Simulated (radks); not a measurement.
Problem. These are the eigenvalues of the occupied orbitals of an atom or ion with whole-number occupations (Ry). Method: Dirac Kohn-Sham, LB94 model potential, spin-unpolarised, spherical densities, finite nucleus; Fermi nuclear charge, rms radius of each element as measured or else 0.836 A^(1/3) + 0.57 fm; computed with a radial shooting solver on a logarithmic mesh with Libxc functionals.

orbital  eigenvalue
1s1/2     -5890.145
2s1/2     -1444.067
2p1/2     -1426.241

Which element is it, and in what charge state? The configuration may be excited. Open shells, if any, fill j = l - 1/2 first.

Solution. Z = 75, rhenium, charge +70: Re70+ in [He] 2s2 2p1. The list shows which subshells hold electrons but not how many an open one holds; the 1s level, -2945.1 hartree, gives Z - s = 76.7 by -(Z - s)^2/2, which with screening and relativity narrows Z to a few neighbours, and the depths of the outer levels then fix element, charge and occupations together.
